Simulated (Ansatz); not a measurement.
Energy profile

The step: C₂H₈Ge ([CH3][CH2][GeH3]) + H₂ → C₂H₆ (CC) + GeH₄; bonds formed: Ge1–H8, C2–H7; bonds broken: Ge1–C2, H7–H8 (atoms numbered as in the saddle structure below).

```
13
angstrom
Ge -0.4499 0.0260 1.4766
C 0.7382 -0.2521 -0.4727
C -0.0086 0.5747 -1.4972
H 0.0371 1.5226 1.2961
H -1.9793 0.1031 1.3591
H 0.1925 -0.4534 2.7862
H 0.0087 -1.1395 0.3004
H -0.6287 -1.7964 1.0147
H 1.0841 -1.2062 -0.9017
H 1.6207 0.2422 -0.0605
H -0.3394 1.5268 -1.0732
H 0.6157 0.8086 -2.3639
H -0.8911 0.0440 -1.8638
```

Electronic energies by CCSD(T) at an estimated basis limit (MP2 extrapolated from triple and quadruple zeta, plus CCSD(T) − MP2 in triple zeta), on PBE0-D4/def2-TZVP structures; C$_{2}$H$_{10}$Ge, closed shell; no counterpoise correction. Ansatz 0.2.0; basis: def2-TZVPP and def2-QZVPP; cores frozen in the correlated methods. Filled d shells of the heavier atoms are correlated. The def2 sets are not built for correlating such inner shells, so the correlated values are less sure here. Extrapolation: Hartree–Fock as exp(−7.88 √X), correlation as X^−2.97.

Problem. Give the profile in kcal/mol, counted from the separated reactants. (An estimate is asked for; the value comes from the calculation.)

Solution. Computed:
| point | kcal/mol |
| --- | --- |
| separated: C$_{2}$H$_{8}$Ge (linked as [CH3][CH2][GeH3]; Ge1, C2, C3, H4, H5, H6, H9, H10, H11, H12, H13; singlet) + H$_{2}$ (H7, H8; singlet) | 0.00 |
| start structure | -0.51 |
| saddle | 81.06 |
| end structure | -10.05 |
| separated: GeH$_{4}$ (Ge1, H4, H5, H6, H8; singlet) + C$_{2}$H$_{6}$ (linked as [CH3][CH3]; C2, C3, H7, H9, H10, H11, H12, H13; singlet) | -8.85 |

No T1 diagnostic of these runs exceeds 0.012.

For scale, one of the runs: CCSD(T)/def2-TZVPP, 250 basis functions, launched by `ansatz run in.yaml --threads 8 --pin off --events-out ev --progress --plain --max-ram 19148MiB`. Hardware: 8 CPU threads of an Arm Neoverse V1, shared host. Wall time 95 s; peak host memory 5.4 GiB.
